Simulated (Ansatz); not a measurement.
Reaction (redistribution): `[SiH3][AlH][Br]` + `[F][GeH2][SiH2]S` → `[SH][AlH][Br]` + `[F][GeH2][SiH2][SiH3]`

Isolated molecules relaxed with PBE0-D4/def2-TZVP in Ansatz; ΔE leaves out vibrations. CBS: MP2 limit from def2 TZ/QZ plus the TZ coupled-cluster correction, frozen cores. DFT in def2-TZVPP. B3LYP here is the variant with VWN-RPA as its local correlation; programs differ in this. For Br, Ge outer-core shells are correlated without core-valence functions, which leaves a few kJ/mol of doubt a bond. Scalar relativity is left out up to krypton. One conformer a species, not always the lowest.

```csv
level,ΔE (kcal/mol)
r2SCAN-D4,-17.0
PBE0-D4,-16.0
ωB97X-V,-16.2
ωB97M-V,-16.6
PBE0,-15.7
B3LYP,-15.7
SCS-MP2/def2-QZVPP,-16.5
MP2/CBS(def2),-17.2
```

(1) What does CCSD(T)/CBS give? (Best estimate.)

Largest T1 diagnostic among the species: 0.013.

## Answers

(1) Ansatz gave: -16.5 kcal/mol. The listed levels differ from it by -0.5, 0.5, 0.3, -0.1, 0.8, 0.8, 0.0, -0.7 kcal/mol.

In def2-TZVPP, CCSD(T) changes the Hartree–Fock value by −0.8 kcal/mol (the triples alone add −0.2 kcal/mol) and MP2 by −1.5 kcal/mol.
